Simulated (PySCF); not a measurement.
# How methods differ on the ionisation energy of Zn²⁺

Zn²⁺ [Ar] 3d10 (1S) → Zn³⁺ [Ar] 3d9 (2D), as a difference of total energies. Calculation: PySCF 2.14, in x2c-TZVPPall (6s5p4d2f1g, 64 functions); scalar relativity by spin-free X2C-1e. Correlated levels: valence: [Ar] frozen. The calculations carry no spin-orbit coupling.

```
           method  ionisation energy (eV)  plus first-order spin-orbit estimate  error of that sum (eV)
              UHF                  36.980                                36.841                  -2.882
    MP2 (valence)                  39.922                                39.783                  +0.060
SCS-MP2 (valence)                  39.564                                39.426                  -0.297
   CCSD (valence)                  39.285                                39.146                  -0.577
CCSD(T) (valence)                  39.388                                39.250                  -0.473
```

Reference: 39.723 eV (measured; NIST Atomic Spectra Database, ionization energies).

A first-order spin-orbit estimate (lowest level to lowest level, LS coupling) adds -0.138 eV.

Errors of the correlated levels include the incompleteness of this basis and the frozen core.
